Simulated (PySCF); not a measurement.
## Working with the constants of PmO

CAM-B3LYP constants of PmO, sextet, about 4.3 electrons in the 4f shell (Mulliken), real f orbitals that mix terms (Pm x2c-SVPall, O x2c-SVPall; spin-free X2C with a Gaussian nucleus (PySCF 2.14); masses 144.9127 and 15.9949 u):

| Property | Result |
| --- | --- |
| ωe | 850.1 cm⁻¹ |
| ωexe | 3.42 cm⁻¹ |
| Be | 0.36777 cm⁻¹ |
| αe | 0.00185 cm⁻¹ |
| D (centrifugal) | 2.75e-07 cm⁻¹ |
| De to Pm (4f5 6s2) + O | 6.15 eV |

Question: Give the vibrational terms G(v) and spacings up to v = 6.

Answer: G(v) = ωe(v+½) − ωexe(v+½)².

```
v  G(v) (cm⁻¹)  G(v) − G(v−1)  Bv (cm⁻¹)
0          424                    0.3668
1         1267            843     0.3650
2         2104            836     0.3631
3         2933            830     0.3613
4         3756            823     0.3594
5         4572            816     0.3576
6         5381            809     0.3557
```

Question: How well does the Morse estimate ωe²/(4ωexe) reproduce De, and what is D0?

Answer: It gives 6.55 eV, 106 % of the computed De. D0 = De − G(0) = 6.15 − 0.05 = 6.10 eV.

Spin–orbit coupling is left out, which matters for elements this heavy, above all for dissociation energies. The state is the lowest single determinant that the PBE0 search found; with open d or f shells the true ground state can be another one.
